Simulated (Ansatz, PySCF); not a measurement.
Noncovalent pair: C2H3N (SMILES CC#N) (first 6 atoms) with CH5N (SMILES CN); geometry from B3LYP-D3(BJ)/def2-TZVP, rigid monomers moved along the line of their centres of mass till H5···N8 is 2.81 Å.
(charge 0, multiplicity 1):
```xyz
13

C      0.1925     1.3018     0.1628
C     -0.6366     0.1087     0.1424
N     -1.2926    -0.8356     0.1621
H     -0.2892     2.1057    -0.3942
H      0.3242     1.6020     1.2047
H      1.1636     1.0938    -0.2870
C      0.7205    -0.5843     3.9031
N     -0.2875     0.4582     3.6975
H      1.6434    -0.1294     4.2670
H      0.9395    -1.0609     2.9470
H      0.4287    -1.3722     4.6087
H     -0.5330     0.8974     4.5765
H     -1.1360     0.0510     3.3205
```

Monomers are frozen at their geometry in the pair; levels with a basis set take the counterpoise correction.

Frozen-core correlation.

Run with Ansatz (an electronic-structure program) with Gaussian orbitals; PySCF for the dispersion terms. Values without a source in brackets are computed.

PBE/def2-TZVPPD gives -3.28 kcal/mol for the interaction energy.

Task: Where do these levels fall relative to PBE: PBE-D3(BJ)/def2-TZVPPD, r2SCAN/def2-TZVPPD, B3LYP/def2-TZVPPD, wB97M-V/def2-TZVPPD, MP2/aug-cc-pVDZ, CCSD(T)/aug-cc-pVDZ.

Result: PBE-D3(BJ)/def2-TZVPPD -1.12; r2SCAN/def2-TZVPPD -0.35; B3LYP/def2-TZVPPD 0.68; wB97M-V/def2-TZVPPD -0.86; MP2/aug-cc-pVDZ -0.63; CCSD(T)/aug-cc-pVDZ -0.51 kcal/mol. 1 of 6 lie above PBE; the widest gap is to PBE-D3(BJ)/def2-TZVPPD.
